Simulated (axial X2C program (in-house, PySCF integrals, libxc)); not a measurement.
Worked dissociation energy of TeN⁺: TPSS, spin-free

Calculated with an in-house relativistic program for diatomic molecules. Spin-free means the one-electron spin-free X2C Hamiltonian. Basis: Te dyall-cv3z [11s12p8d4f1g], N dyall-av3z [7s7p3d2f] (cores contracted in-house); Gaussian nuclei, density fitting, unrestricted open shells. Masses: Te 129.906 u, N 14.003 u.

Molecular state: M_S = 0, Λ = 0 (closed shell).

| Property | Result |
| --- | --- |
| E(Te+) (2M_S = 3, M_L = 0) | -6793.169786 hartree |
| E(N) (2M_S = 3, M_L = 0) | -54.645430 hartree |
| E(TeN⁺) at Re | -6847.945924 hartree |
| ωe | 961.5 cm⁻¹ |
| ωexe | 3.7 cm⁻¹ |

Q: Work out De and D0.

A: De = -6793.169786 + (-54.645430) − (-6847.945924) = 0.13071 hartree = 3.557 eV. The zero-point energy is ωe/2 − ωexe/4 = 480 cm⁻¹ = 0.059 eV, so D0 = 3.497 eV.

Occupations by symmetry block were frozen at the best pattern of an incomplete PBE0 search. The closed shell is kept restricted, so the energy runs too high when the bond is stretched far. De is counted from the lowest determinant-based energies of the atoms at the same level, without counterpoise correction.

Each atomic determinant is the lowest at this level and need not be a pure term. Totals compare only within one Hamiltonian and basis.
